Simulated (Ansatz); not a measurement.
Name a neutral molecule of C, Se, Si and H with HOMO–LUMO gap (B3LYP/def2-TZVPP) between 6.00 and 6.30 eV and LUMO energy (ωB97M-V/def2-TZVPP) between 2.00 and 2.30 eV (Ansatz, PBE0-D4/def2-TZVP geometry).

`CC(C)(C)[Se][Si](C)(C)C` (6.04 eV, 2.14 eV). Other molecules can fit too; these were computed, each in one conformer that needn't be the lowest.

B3LYP here is the variant with VWN-RPA as its local correlation; programs differ in this.
